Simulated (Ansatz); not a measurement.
A nudged elastic band was laid between two geometries of CH$_{5}$BFNSi (10 atoms, charge 0, multiplicity 1).

Level of theory: UKS PBE-D4/def2-SVP (Ansatz 0.2.0).

```json
{
 "movable images": "7",
 "climbing image": "yes",
 "spring": "5.0 eV/Å²",
 "optimiser": "quadratic models (default)",
 "start path": "through a guess of the saddle point",
 "force threshold": "0.03 eV/Å",
 "iteration limit": "60",
 "end points": "relaxed"
}
```

First end point:

```xyz
10
Properties=species:S:1:pos:R:3
B -2.007 -0.102 -0.643
Si -0.434 -0.328 0.586
N 1.103 -0.448 -0.272
C 2.080 0.330 -0.179
F 3.200 0.148 -0.907
H -3.119 -0.043 -0.151
H -1.912 -0.029 -1.852
H -0.608 -1.615 1.354
H -0.427 0.800 1.607
H 2.207 1.236 0.460
```

Last end point:

```xyz
10
Properties=species:S:1:pos:R:3
B -0.914 0.049 -0.857
Si -0.537 -0.392 1.103
N 1.147 0.102 0.400
C 0.658 0.323 -0.801
F 1.489 0.721 -1.755
H -1.566 1.065 -1.078
H -1.208 -0.890 -1.590
H -0.349 -1.779 1.668
H -0.777 0.528 2.274
H 2.141 0.221 0.639
```

Q: What changes between the two ends?

A: Bonds broken: C4–H10. Bonds formed: B1–C4, N3–H10.

Q: Give the energies along the band, and the barrier.

A: The run ended unconverged. The highest image is number 4 of 0 to 8, 129.0 kJ/mol above the first end and 233.0 kJ/mol above the last; the last end lies 104.0 kJ/mol below the first. The band didn't meet its force threshold, so its energies are provisional: the largest band force was still 0.12 eV/Å, and over the last iterations the top moved between 1.33 and 1.37 eV. The orbitals stay closed-shell, which can raise the energy where a bond breaks towards radicals; this wasn't checked here.

```json
{"image": "0", "path coordinate (Å)": "0.00", "energy (kJ/mol)": "0.0", "C4–H10 (Å)": "1.12", "B1–C4 (Å)": "4.14", "N3–H10 (Å)": "2.14"}
{"image": "1", "path coordinate (Å)": "1.16", "energy (kJ/mol)": "3.7", "C4–H10 (Å)": "1.12", "B1–C4 (Å)": "3.91", "N3–H10 (Å)": "2.14"}
{"image": "2", "path coordinate (Å)": "2.33", "energy (kJ/mol)": "118.8", "C4–H10 (Å)": "1.15", "B1–C4 (Å)": "4.05", "N3–H10 (Å)": "1.85"}
{"image": "3", "path coordinate (Å)": "3.49", "energy (kJ/mol)": "128.0", "C4–H10 (Å)": "2.04", "B1–C4 (Å)": "4.33", "N3–H10 (Å)": "1.04"}
{"image": "4", "path coordinate (Å)": "4.65", "energy (kJ/mol)": "129.0", "C4–H10 (Å)": "2.06", "B1–C4 (Å)": "4.40", "N3–H10 (Å)": "1.04"}
{"image": "5", "path coordinate (Å)": "6.21", "energy (kJ/mol)": "128.1", "C4–H10 (Å)": "2.04", "B1–C4 (Å)": "4.13", "N3–H10 (Å)": "1.04"}
{"image": "6", "path coordinate (Å)": "7.76", "energy (kJ/mol)": "117.7", "C4–H10 (Å)": "2.06", "B1–C4 (Å)": "3.41", "N3–H10 (Å)": "1.04"}
{"image": "7", "path coordinate (Å)": "9.32", "energy (kJ/mol)": "56.4", "C4–H10 (Å)": "2.06", "B1–C4 (Å)": "2.34", "N3–H10 (Å)": "1.03"}
{"image": "8", "path coordinate (Å)": "10.87", "energy (kJ/mol)": "-104.0", "C4–H10 (Å)": "2.07", "B1–C4 (Å)": "1.60", "N3–H10 (Å)": "1.03"}
```

The band took 60 iterations and of the order of 24 core-minutes.

Time of the run: 12 min on 2 threads of Intel(R) Xeon(R) Platinum 8488C (Sapphire Rapids), with other jobs on the host, peak memory 0.26 GiB.
